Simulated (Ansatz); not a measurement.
Coupled-cluster diagnostics for Na3Li⁻ (the lowest doublet isomer of a short search), Ansatz.

Geometry of the doublet (PBE0/def2-TZVPD):

```csv
atom,x (Å),y (Å),z (Å)
Li1,0.311,1.006,1.039
Na2,-0.391,-1.259,-1.305
Na3,-2.452,-0.586,1.568
Na4,2.532,0.839,-1.302
```

Correlated methods freeze 3 core orbitals; core or outer-core shells of Li, Na are correlated, in sets that lack core-valence functions. In CCSD on the charge -1 doublet the largest single amplitude is 0.19, so its Hartree–Fock determinant may place the open shell otherwise than the density functionals do. The structure comes from a short search, and lower isomers may exist.

Geometry of the charge -1 quartet (PBE0/def2-TZVPD):

```xyz
4

Li   -0.945    0.758   -0.915
Na    0.913   -0.907    1.244
Na    0.932    2.844    1.181
Na   -0.901   -2.694   -1.510
```

Problem. Estimate the CCSD(T) correlation energy, the shares of MP2 and (T), T1 and the reference's ⟨S²⟩ for: charge -1, doublet, own geometry in def2-TZVPPD; charge -1, quartet, own geometry in def2-TZVPPD; charge 0, singlet, vertical in def2-TZVPPD; and the rough time on 4 threads of Intel Xeon on a shared host.

Solution. 
| state | basis | correlation (eV) | MP2 share (%) | (T) share (%) | T1 | ⟨S²⟩ (pure) | wall time | remarks |
| --- | --- | --- | --- | --- | --- | --- | --- | --- |
| charge -1, doublet, own geometry | def2-TZVPPD | -16.730 | 90.5 | 2.1 | 0.068 | 1.79 (0.75) | 37 s | large T1 (0.068), spin-contaminated (⟨S²⟩ 1.79) |
| charge -1, quartet, own geometry | def2-TZVPPD | -16.346 | 91.4 | 1.9 | 0.054 | 4.07 (3.75) | 39 s | large T1 (0.054), spin-contaminated (⟨S²⟩ 4.07) |
| charge 0, singlet, vertical | def2-TZVPPD | -16.798 | 92.7 | 1.7 | 0.011 | 0.00 (0.00) | 9.5 s | restricted SCF unstable |
Customary marks for T1 are 0.02 (closed shells), 0.045 (open shells) and about 0.05 (3d metals). T1 exceeds 0.02 in 2 of 3 rows and 0.045 in 2; the higher it lies, the less the single-reference result can be trusted.
